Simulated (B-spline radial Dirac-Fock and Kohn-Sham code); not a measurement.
## Ce²⁺ 5p1/2: cross section and angular parameters

System: the Ce²⁺ ion, [Xe] 4f2; threshold 39.35 eV (orbital energy of the model). Level of theory: Dirac-Hartree-Slater photoionisation with a Latter tail; cross sections with all multipoles, angular parameters from the dipole term and its interference with E2; a radial B-spline solver.

For linearly polarised light dσ/dΩ = σ/(4π) [1 + β P₂(cos θ) + (δ + γ cos²θ) sin θ cos φ], with θ from the polarisation vector and φ the angle between the beam and the projection of the electron momentum on the plane normal to the polarisation.

| hν (eV) | σ (kb) | β | γ | δ |
| --- | --- | --- | --- | --- |
| 60 | 351 | 1.178 | 0.334 | -0.029 |
| 72.7 | 202 | 0.695 | 0.322 | -0.026 |
| 88.8 | 121 | 0.183 | 0.215 | -0.013 |
| 89.6 | 118 | 0.164 | 0.208 | -0.013 |
| 100 | 93.7 | -0.016 | 0.115 | -0.002 |
| 104 | 87.1 | -0.053 | 0.083 | 0.002 |
| 112 | 76.6 | -0.083 | 0.027 | 0.010 |
| 138 | 57.2 | 0.057 | -0.057 | 0.026 |
| 197 | 38.0 | 0.549 | 0.025 | 0.032 |
| 200 | 37.4 | 0.570 | 0.032 | 0.031 |
| 213 | 35.1 | 0.659 | 0.059 | 0.030 |
| 300 | 25.8 | 1.091 | 0.198 | 0.020 |
| 349 | 22.2 | 1.233 | 0.241 | 0.015 |
| 390 | 19.7 | 1.320 | 0.259 | 0.012 |
| 400 | 19.2 | 1.338 | 0.261 | 0.012 |
| 470 | 15.9 | 1.441 | 0.264 | 0.008 |
| 909 | ? | ? | ? | ? |
| 1253.6 | 4.03 | 1.710 | 0.017 | -0.001 |
| 1430 | 3.24 | 1.716 | -0.008 | -0.002 |
| 1460 | 3.13 | 1.717 | -0.010 | -0.002 |
| 2080 | 1.66 | 1.708 | -0.010 | -0.002 |
| 3380 | 0.643 | 1.652 | 0.163 | 0.000 |
| 4110 | 0.426 | 1.618 | 0.292 | 0.002 |
| 4780 | 0.306 | 1.588 | 0.412 | 0.006 |
| 5970 | 0.184 | 1.538 | 0.616 | 0.013 |
| 10100 | 0.0510 | 1.392 | 1.203 | 0.046 |
| 11100 | 0.0400 | 1.363 | 1.320 | 0.055 |
| 11400 | 0.0373 | 1.354 | 1.353 | 0.058 |
| 12000 | 0.0326 | 1.338 | 1.416 | 0.063 |
| 15000 | 0.0179 | 1.262 | 1.697 | 0.092 |

Question: Give the values at 909 eV.

Answer: σ = 6.65 kb, β = 1.672, γ = 0.108, δ = 0.000.

Values without a named source are computed, but for edge energies of neutral atoms, which are taken from tables.
